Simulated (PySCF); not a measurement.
C4H4, SMILES C12C3C1C23. Atoms are numbered in the order given.

```xyz
8

C     -0.5206     0.5206    -0.5206
C      0.5206     0.5206     0.5206
C      0.5206    -0.5206    -0.5206
C     -0.5206    -0.5206     0.5206
H     -1.1442     1.1442    -1.1442
H      1.1442     1.1442     1.1442
H      1.1442    -1.1442    -1.1442
H     -1.1442    -1.1442     1.1442
```

The structure is a stationary point at PBE0-D3(BJ)/def2-SVP.

Two levels are set side by side: PBE/pcJ-1 (PySCF) and B3LYP/pcJ-1 (PySCF). One-bond couplings, all four terms, same geometry. Isotopes: 13C, 1H. Differences are taken from unrounded values.

```
quantity        B3LYP    PBE  PBE minus B3LYP
--------------  -----  -----  ---------------
¹J(C1,C2) (Hz)   12.7    8.8             -3.9
¹J(C1,C3) (Hz)   12.7    8.8             -3.9
¹J(C2,C3) (Hz)   12.7    8.8             -3.9
¹J(C1,C4) (Hz)   12.7    8.8             -3.9
¹J(C2,C4) (Hz)   12.7    8.8             -3.9
¹J(C3,C4) (Hz)   12.7    8.8             -3.9
¹J(C1,H5) (Hz)  271.5  253.9            -17.5
¹J(C2,H6) (Hz)  271.5  253.9            -17.5
¹J(C3,H7) (Hz)  271.5  253.9            -17.5
¹J(C4,H8) (Hz)  271.5  253.9            -17.5
```

Rough cost on one machine, each run with all the roots and properties that it gave: B3LYP against PBE about 3 times.
